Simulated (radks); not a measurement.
Values are calculated unless marked as measured or tabulated.
Coulomb parameter of the 5d shell of the iridium ion Ir+ in the model configuration [Xe] 4f14 5d5 6s1 6p2, as a second difference U = [E(n + 1) + E(n - 1) - 2 E(n)] / (1)^2 with all orbitals relaxed. "Bare": the charge of the atom changes with n. "Screened": the 6p shell takes up the change at fixed total charge, which measures U(5d,5d) + U(6p,6p) - 2 U(5d,6p). Level of theory: scalar-relativistic Kohn-Sham, PBEsol, spin-unpolarised, spherical densities, finite nucleus; Fermi nuclear charge, rms radius 5.4032 fm (a radial shooting solver on a logarithmic mesh with Libxc functionals).

case                 configuration  E - E(n) (eV)
start        [Xe] 4f14 5d5 6s1 6p2          0.000
bare +1      [Xe] 4f14 5d6 6s1 6p2        -17.365
bare -1      [Xe] 4f14 5d4 6s1 6p2         28.573
screened +1  [Xe] 4f14 5d6 6s1 6p1        -11.555
screened -1  [Xe] 4f14 5d4 6s1 6p3         13.944

U(bare) = 11.209 eV, U(screened by 6p) = 2.388 eV, against the Slater integral F0(5d,5d) = 15.891 eV with frozen orbitals.
